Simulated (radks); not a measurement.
Results of a calculation; reference values are marked as such.
All-electron atom: the platinum ion Pt72+ in [He] 2s2 2p2. Level of theory: scalar-relativistic Kohn-Sham, LB94 model potential, spin-polarised, spherical densities, finite nucleus; open shells are filled with parallel spins first (spin-orbit coupling, left out, can overturn this in heavy ions); Fermi nuclear charge, rms radius 5.427 fm (a radial shooting solver on a logarithmic mesh with Libxc functionals).

Unscreened Slater integrals over Kohn-Sham orbitals (eV). They are taken over the spin-up orbitals. Empty in this configuration: 3s.

integral,value
"F0(2p,2p)",396.55
"F2(2p,2p)",188.07
"F0(2p,2s)",368.82
"G1(2p,2s)",210.40
"F0(2p,1s)",539.09
"G1(2p,1s)",106.46
"F0(2p,3s)",194.00
"G1(2p,3s)",21.120
"F0(2s,2s)",351.68
"F0(2s,1s)",499.10
"G0(2s,1s)",52.911
"F0(2s,3s)",190.34
"G0(2s,3s)",17.100
"F0(1s,1s)",1516.1
"F0(1s,3s)",226.71
"G0(1s,3s)",13.108
"F0(3s,3s)",148.74

Derived for the open shells (J is the average intra-shell exchange parameter used in DFT+U). 2p: J = F2/5 = 37.61 eV.
